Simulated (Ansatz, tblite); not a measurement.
Cost and result up the ladder for the cluster Au4 (the lowest singlet isomer of a short search) (4 atoms). Charge 0, multiplicity 1. Geometry: PBE-D4/def2-SVP.

```xyz
4

Au    0.371   -1.084   -0.676
Au    2.283    0.533    0.397
Au   -0.371    1.084    0.677
Au   -2.283   -0.532   -0.398
```

Ansatz on 4 threads of Arm Neoverse V1 on a shared host; xTB runs through tblite on one thread. Times are rough, summed over both states, and most runs start from the orbitals of an earlier one. PBE0-D4/def2-TZVP serves as the yardstick here, not as an exact answer. The other state is a doublet.

In the def2 sets Au takes a core potential; there is no spin–orbit coupling. The xTB rows come from tblite. The structure comes from a short search, and lower isomers may exist.

Raw xTB energies of ions are shifted by several eV.

| level | functions | wall time | vertical IE (eV) | difference from PBE0-D4/def2-TZVP (eV) |
| --- | --- | --- | --- | --- |
| GFN2-xTB | 36 | 0.008 s | 10.89 | 3.20 |
| GFN1-xTB | 36 | 0.009 s | 13.97 | 6.28 |
| PBE-D4/def2-TZVP (with forces) | 160 | 6.9 s | 7.96 | 0.27 |
| PBE0-D4/def2-TZVP | 160 | 11 s | 7.69 | 0.00 |
| r2SCAN-D4/def2-TZVP | 160 | 17 s | 7.86 | 0.17 |
